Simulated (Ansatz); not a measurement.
C$_{2}$H$_{3}$ClGe (`C#[C][GeH2][Cl]`), 7 atoms. Charge 0, multiplicity 1. Correlated methods include outer-core shells of Ge, which these sets cover unevenly. Scalar relativity is left out up to krypton. All runs use 2 threads of a server CPU on a shared host. Correlated methods freeze the cores.

(1) How many basis functions does each run have, and how long does it take in Ansatz? RHF-CCSD(T)/def2-SVP energy; RHF-MP2/def2-QZVPP energy; RKS ωB97M-V/def2-QZVPP energy; RKS ωB97M-V/def2-TZVPP energy and forces; RKS SPW92/def2-TZVPP energy; RKS ωB97M-V/def2-SVP energy; RHF-CCSD(T)/def2-TZVPP energy; RKS PBE0-D4/def2-TZVP relaxation (5 steps); RKS PBE-QIDH (frozen core)/def2-TZVPP energy; RKS PBE0-D4/def2-SVP energy; RKS PBE0-D4/def2-TZVP frequencies; RKS PBE0-D4/def2-QZVPP energy. (An estimate is asked.)

Answers

(1) Ansatz gave: Other jobs shared the machine, so times are rough.

```json
{"level": "RKS SPW92/def2-TZVPP", "job": "energy", "functions": "194", "wall time": "0.6 s", "peak host memory (GiB)": "0.24"}
{"level": "RKS PBE0-D4/def2-SVP", "job": "energy", "functions": "93", "wall time": "0.65 s", "peak host memory (GiB)": "0.2"}
{"level": "RHF-CCSD(T)/def2-SVP", "job": "energy", "functions": "93", "wall time": "2 s", "peak host memory (GiB)": "0.33"}
{"level": "RKS ωB97M-V/def2-SVP", "job": "energy", "functions": "93", "wall time": "2.2 s", "peak host memory (GiB)": "0.29"}
{"level": "RKS PBE-QIDH (frozen core)/def2-TZVPP", "job": "energy", "functions": "194", "wall time": "2.4 s", "peak host memory (GiB)": "0.43"}
{"level": "RKS PBE0-D4/def2-QZVPP", "job": "energy", "functions": "363", "wall time": "3.5 s", "peak host memory (GiB)": "1.1"}
{"level": "RKS ωB97M-V/def2-TZVPP", "job": "energy and forces", "functions": "194", "wall time": "4.5 s", "peak host memory (GiB)": "0.62"}
{"level": "RKS ωB97M-V/def2-QZVPP", "job": "energy", "functions": "363", "wall time": "7.5 s", "peak host memory (GiB)": "1.4"}
{"level": "RHF-MP2/def2-QZVPP", "job": "energy", "functions": "363", "wall time": "8.5 s", "peak host memory (GiB)": "1.5"}
{"level": "RKS PBE0-D4/def2-TZVP", "job": "relaxation (5 steps)", "functions": "165", "wall time": "9 s", "peak host memory (GiB)": "0.43"}
{"level": "RHF-CCSD(T)/def2-TZVPP", "job": "energy", "functions": "194", "wall time": "28 s", "peak host memory (GiB)": "2.2"}
{"level": "RKS PBE0-D4/def2-TZVP", "job": "frequencies", "functions": "165", "wall time": "50 s", "peak host memory (GiB)": "0.43"}
```
